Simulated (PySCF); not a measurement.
1-fluoro-3-methylidenecyclobutane (C₅H₇F), SMILES C=C1CC(F)C1.

Geometry: B3LYP-D3(BJ)/def2-SVP.

Level of theory: TDDFT-LC-ωPBE/def2-SVPD run with PySCF.

Vertical excitations. Isolated molecule, no solvent. State labels are in the subgroup Cs.

Computed lowest excited states:
```csv
state,symmetry,energy (eV),λ (nm),f,main pairs
S1,A',7.16,173,0.408,HOMO→LUMO 95 %
S2,A',7.77,160,0.026,HOMO→LUMO+1 81 %
S3,A",7.77,160,0.001,"HOMO−2→LUMO 70 %, HOMO−1→LUMO 20 %"
S4,A',8.54,145,0.023,HOMO−3→LUMO 77 %
S5,A",8.61,144,0.003,"HOMO−1→LUMO 74 %, HOMO−2→LUMO 19 %"
S6,A',8.81,141,0.010,"HOMO→LUMO+2 60 %, HOMO→LUMO+5 10 %"
S7,A",8.97,138,0.001,"HOMO→LUMO+3 77 %, HOMO→LUMO+6 18 %"
S8,A',9.21,135,0.034,HOMO→LUMO+4 63 %
S9,A",9.42,132,0.000,"HOMO→LUMO+6 61 %, HOMO→LUMO+3 15 %, HOMO→LUMO+11 9 %"
S10,A",9.67,128,0.044,"HOMO−1→LUMO+1 50 %, HOMO−1→LUMO+2 36 %"
T1,A',4.09,303,0,HOMO→LUMO 80 %
T2,A",7.25,171,0,"HOMO−2→LUMO 66 %, HOMO−1→LUMO 23 %"
T3,A',7.60,163,0,HOMO→LUMO+1 80 %
T4,A',8.05,154,0,HOMO−3→LUMO 73 %
```
Triplets are in the Tamm–Dancoff approximation, which puts them higher than full response would, so one can lie above its singlet here.
